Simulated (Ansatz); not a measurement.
C₄H₄O, SMILES c1ccoc1.

Geometry: B3LYP-D3(BJ)/def2-SVP.

Two levels are set side by side: PBE/def2-SVPD (Ansatz, a first-principles code) and PBE0/def2-SVPD (Ansatz). Energy differences of separate SCF runs at the same geometry; the states with an electron removed or added have multiplicity 2 and 2. Differences are taken from unrounded values.

```
quantity                            PBE
---------------------------------  ----
vertical ionisation energy (eV)    8.96
vertical singlet–triplet gap (eV)  4.16
```

Task: These are the PBE values. What does PBE0 give? (The exact figures need the calculation; the answer reports its results.)

Result: 
```csv
quantity,PBE0,PBE minus PBE0
vertical ionisation energy (eV),8.91,0.04
vertical singlet–triplet gap (eV),4.03,0.13
```
